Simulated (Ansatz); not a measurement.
AlBH$_{6}$OSSi at its PBE0-D4/def2-TZVP geometry, where that method's forces vanish. Charge 0, multiplicity 1. The bonds changed during the relaxation, so this is another structure than the one it started from.

```xyz
11

B    -1.1725   -0.3723    1.6197
Si   -1.0922    0.1287   -0.2471
S    -0.5438   -1.9786    0.4712
O     0.1500    0.8498   -0.9897
Al    1.7575    1.1992   -1.3869
H    -2.2599   -0.6801    2.0170
H    -0.3145   -0.0536    2.3889
H    -2.1818   -0.0793   -1.2317
H     0.7698   -1.6922    0.4784
H     2.0527    2.5797   -2.0848
H     2.8347    0.0986   -1.0351
```

Q: What forces (eV/Å) does ωB97M-V/def2-TZVPP give on these atoms in the Gaussian-basis code of Ansatz? (An estimate is asked.)

A: Computed: 
```
B1  -0.065  0.095  0.117
Si2 -0.245 -0.023  0.015
S3   0.148 -0.121 -0.046
O4  -0.008  0.009 -0.018
Al5  0.247  0.066 -0.075
H6   0.136  0.039 -0.050
H7  -0.103 -0.034 -0.107
H8   0.127  0.023  0.116
H9  -0.096 -0.017  0.005
H10 -0.029 -0.154  0.079
H11 -0.112  0.116 -0.036
```
